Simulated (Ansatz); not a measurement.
`[F][Sn]([F])([F])[SiH3]` + `F[SiH2]P` → `F[SiH2]P[SiH3]` + `[F][SnH]([F])[F]` at 400 K and 1 bar (cleavage of the Si–Sn bond).

Program: Ansatz. Geometries: PBE0-D4/def2-TZVP. ΔE: electronic, gas phase. CCSD(T)/CBS adds triple-zeta CCSD(T) − MP2 to the extrapolated MP2 energy (def2 sets, frozen cores). def2 core potentials past Kr. For Sn outer-core shells are correlated without core-valence functions, which leaves a few kJ/mol of doubt a bond. One conformer a species, not always the lowest.

```json
{"species": "`[F][Sn]([F])([F])[SiH3]`", "CCSD(T)/CBS energy (Eh)": "-804.39187", "H − E (kJ/mol)": "117.9", "S (J/(mol·K))": "419.7"}
{"species": "`F[SiH2]P`", "CCSD(T)/CBS energy (Eh)": "-732.27050", "H − E (kJ/mol)": "123.1", "S (J/(mol·K))": "326.9"}
{"species": "`F[SiH2]P[SiH3]`", "CCSD(T)/CBS energy (Eh)": "-1022.56126", "H − E (kJ/mol)": "179.3", "S (J/(mol·K))": "402.6"}
{"species": "`[F][SnH]([F])[F]`", "CCSD(T)/CBS energy (Eh)": "-514.09299", "H − E (kJ/mol)": "58.6", "S (J/(mol·K))": "336.5"}
```

H − E and S are ideal-gas, rigid-rotor, harmonic terms from PBE0-D4/def2-TZVP, for one conformer and one mirror image of each species. 1 Eh = 2625.50 kJ/mol, R = 8.31446 J/(mol·K).

Question: By hand: ΔE, ΔH, ΔS and ΔG.

Answer: ΔE = (-1022.56126) + (-514.09299) − (-804.39187) − (-732.27050) = 0.00812 Eh = 21.3 kJ/mol. Δ(H − E) = 179.3 + 58.6 − 117.9 − 123.1 = -3.1, so ΔH = 18.2 kJ/mol. ΔS = 402.6 + 336.5 − 419.7 − 326.9 = -7.5 J/(mol·K). ΔG = 18.2 − 400 × (-7.5)/1000 = 21.2 kJ/mol.

Question: By hand: the equilibrium constant, and the temperature at which ΔG would vanish if ΔH and ΔS stayed fixed.

Answer: log₁₀ K = −ΔG/(RT ln 10) = -2.8. ΔH and −TΔS have one sign here, so there is no such temperature.

The number of gas molecules stays the same, so ΔS is small and ΔH decides. A doubt of 5 kJ/mol in ΔE shifts log₁₀ K by 0.7 here. Other conformers and mirror images would add mixing entropy, several J/(mol·K) or more a flexible species. Modes under 60 cm⁻¹, often nearly free rotors, make the harmonic entropy too high. These are equilibria of isolated gas molecules and say nothing of rates. Largest T1 diagnostic: 0.015 (customary marks: 0.02 for closed shells, 0.045 for open ones).

ΔS is within the doubt of such terms, so its sign, and with it that verdict, could turn.
